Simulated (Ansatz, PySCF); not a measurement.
Donor–acceptor adduct: AlH3 (SMILES [AlH3]) (first 4 atoms) with H2O (SMILES O); geometry from B3LYP-D3(BJ)/def2-TZVP, rigid monomers moved along the line of their centres of mass till Al1···O5 is 2.35 Å.
(charge 0, multiplicity 1):
```xyz
7

Al    -0.0213     0.2183     0.3257
H      0.6033    -0.9348    -0.5657
H     -1.6083     0.3857     0.3374
H      0.8687     1.5100     0.6192
O      0.1284    -0.6563     2.5027
H     -0.7367    -0.7579     2.9203
H      0.6765    -0.1117     3.0823
```

Counterpoise-corrected where a basis set is named; no monomer relaxation. Rows marked so take none.

Frozen-core correlation. CBS: X⁻³ extrapolation of the correlation energy, Hartree–Fock from the larger set. Rows in 6-311+G** carry no dispersion term and start afresh at each structure.

Programs: Ansatz (Gaussian basis) for Hartree–Fock, density functionals and correlated methods; PySCF for 6-311+G** rows, the dispersion terms. 

Task: Estimate the interaction energy that B3LYP/6-311+G** (no counterpoise) returns for this input.

Result: -788 meV

Task: Predict the interaction energy from CCSD(T)/CBS(aug-cc-pV(D+d)Z, aug-cc-pV(T+d)Z).

Result: -836 meV

Task: What is the computed interaction energy (PBE-D3(BJ)/def2-TZVPPD)?

Result: -831 meV

Ansatz is a program for electronic structure.
